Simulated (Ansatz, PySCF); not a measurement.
SnCl₃I, SMILES [Cl][Sn]([Cl])([Cl])[I]. Atoms are numbered in the order given.

```xyz
5

Cl    -1.8806     1.0857     1.4661
Sn     0.0000     0.0000     0.6393
Cl     0.0000    -2.1715     1.4662
Cl     1.8806     1.0857     1.4661
I      0.0000     0.0000    -2.0098
```
Charge 0, spin multiplicity 1.

Geometry optimised at PBE0-D3(BJ)/def2-SVP. The structure was generated by enumeration; whether it is a known compound was not checked. The def2 effective core potentials stand for the cores of I, Sn; spin–orbit coupling is left out.

Two levels are set side by side: PBE-D3(BJ)/def2-SVP (Ansatz, a quantum-chemistry and plane-wave program) and PBE0-D3(BJ)/def2-SVP (Ansatz). Each level has its own optimised geometry; the coordinates shown are those of the second. Frequencies come from the Hessian of PySCF at each geometry. Differences are taken from unrounded values.

```tsv
quantity	PBE0-D3(BJ)	PBE-D3(BJ)	PBE-D3(BJ) minus PBE0-D3(BJ)
mean bond length (Å)	2.405	2.433	0.028
bond Cl1–Sn2 (Å)	2.324	2.349	0.026
bond Sn2–Cl3 (Å)	2.324	2.349	0.026
bond Sn2–Cl4 (Å)	2.324	2.349	0.026
bond Sn2–I5 (Å)	2.649	2.682	0.033
highest harmonic wavenumber (cm⁻¹)	401	380	-21
mean harmonic wavenumber (cm⁻¹)	209	198	-12
zero-point energy (kcal/mol)	2.69	2.54	-0.15
```

Exact exchange shortens and stiffens bonds; PBE has none. Differences between two approximate levels are no errors against the true value.
